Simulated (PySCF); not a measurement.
Can point charges reproduce the dipole moment of `C=CP(CC)C(C)=O`?

Coordinates (GFN2-xTB, Å) and charges (e) from the PBE0/pcSseg-1 density (PySCF):

```csv
atom,x,y,z,Mulliken,IAO,Hirshfeld,ESP-fitted
C1,-0.145,2.816,0.209,-0.1162,-0.2993,-0.0910,-0.5373
C2,-0.512,1.620,-0.223,-0.4298,-0.3314,-0.0903,+0.1762
P3,-0.399,0.108,0.793,+0.3536,+0.4330,+0.1443,-0.4309
C4,-1.433,-1.004,-0.277,-0.4883,-0.4233,-0.1108,+0.4186
C5,-1.580,-2.389,0.341,-0.2532,-0.4161,-0.1231,-0.4793
C6,1.289,-0.415,0.170,+0.0175,+0.2260,+0.1261,+0.6984
C7,2.423,0.427,0.672,-0.2431,-0.4764,-0.1291,-0.6653
O8,1.420,-1.398,-0.511,-0.3421,-0.3948,-0.2091,-0.4738
H9,0.253,2.964,1.200,+0.1213,+0.1486,+0.0462,+0.2270
H10,-0.231,3.696,-0.408,+0.1268,+0.1560,+0.0512,+0.1921
H11,-0.938,1.490,-1.211,+0.1430,+0.1506,+0.0469,+0.0308
H12,-2.414,-0.528,-0.379,+0.1465,+0.1439,+0.0394,-0.0140
H13,-0.967,-1.078,-1.264,+0.1565,+0.1475,+0.0339,-0.0629
H14,-2.229,-3.012,-0.273,+0.1211,+0.1444,+0.0430,+0.0885
H15,-2.008,-2.322,1.339,+0.1163,+0.1385,+0.0342,+0.1236
H16,-0.608,-2.872,0.413,+0.1320,+0.1508,+0.0345,+0.1495
H17,2.232,1.475,0.447,+0.1507,+0.1649,+0.0458,+0.1810
H18,2.473,0.321,1.755,+0.1478,+0.1716,+0.0554,+0.1997
H19,3.364,0.111,0.229,+0.1396,+0.1653,+0.0525,+0.1780
```

Problem. Form Σ q r in debye for every column and set it beside the full dipole.

Solution. The full density gives (-0.13, 2.00, 0.23) D, 2.02 D in size; dipole vectors point from the negative to the positive end.

```csv
scheme,μx,μy,μz,size (D),share of the full size (%),angle to the full dipole (°)
Mulliken,0.45,2.61,2.97,3.98,197,43
IAO,-0.44,2.28,2.70,3.56,177,43
Hirshfeld,-0.16,1.56,1.17,1.96,97,30
ESP-fitted,-0.14,1.97,0.28,2.00,99,1
```

Problem. Which set comes closest?

Solution. Length of the difference vector: ESP-fitted 0.05 D, Hirshfeld 1.03 D, IAO 2.50 D, Mulliken 2.86 D. Closest: ESP-fitted. 

Problem. What is left for the Hirshfeld atoms' own dipoles?

Solution. The shares of the density sum to the whole, so what Σ q r misses lies in dipoles about the nuclei. The atomic dipoles sum to (-0.13, 2.00, 0.23) − (-0.16, 1.56, 1.17) = (0.03, 0.44, -0.94) D, 1.03 D in size.

Problem. With the origin at the mean of the coordinates, (-0.001, 0.000, 0.159) Å, which are the largest single terms, by size, of the Hirshfeld dipole along the direction of the full one?

Solution. O8 +1.56, C5 +1.33, C1 -1.23, H10 +0.89, C2 -0.69 D; all 19 atoms together +1.69 D. The single terms depend on the origin, their sum doesn't.

Problem. Give the size of the full dipole in other units.

Solution. 2.02 D = 0.793 au = 0.420 e·Å = 6.72 × 10⁻³⁰ C·m.

Isolated species at its GFN2-xTB geometry (one conformer only).

Conformer computed: `[CH2:1]=[CH:2][P:3]([CH2:4][CH3:5])[C:6]([CH3:7])=[O:8]`: C1–C2–P3–C4 167°, C2–P3–C4–C5 -178°, C2–P3–C6–C7 72°.
